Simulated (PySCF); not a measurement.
Ligand exchange on a metal centre used in film growth or etching (Hf F-NH2). Gas-phase values, no solvent. One relaxed conformer stands for each flexible species; it need not be the lowest.

Computed with B3LYP-D3(BJ)/def2-TZVP // r2SCAN-D4/def2-SVP in PySCF 2.14.0. B3LYP has the VWN-RPA correlation part, as in Gaussian. 

```json
[
 {"species": "0 of 4 F replaced by NH2 ([Hf(F)4])", "HOMO (eV)": "-11.86", "mean distance from the central atom to its bonded neighbours (Å)": "1.908", "HOMO–LUMO gap (eV)": "10.54", "coordination number": "4"},
 {"species": "1 of 4 F replaced by NH2", "HOMO (eV)": "-7.90", "mean distance from the central atom to its bonded neighbours (Å)": "1.944", "HOMO–LUMO gap (eV)": "6.92", "coordination number": "4"},
 {"species": "2 of 4 F replaced by NH2 ([Hf(F)2(NH2)2])", "HOMO (eV)": "-7.27", "mean distance from the central atom to its bonded neighbours (Å)": "1.981", "HOMO–LUMO gap (eV)": "6.66", "coordination number": "4"},
 {"species": "3 of 4 F replaced by NH2 ([Hf(F)(NH2)3])", "HOMO (eV)": "-6.80", "mean distance from the central atom to its bonded neighbours (Å)": "2.017", "HOMO–LUMO gap (eV)": "6.44", "coordination number": "4"}
]
```
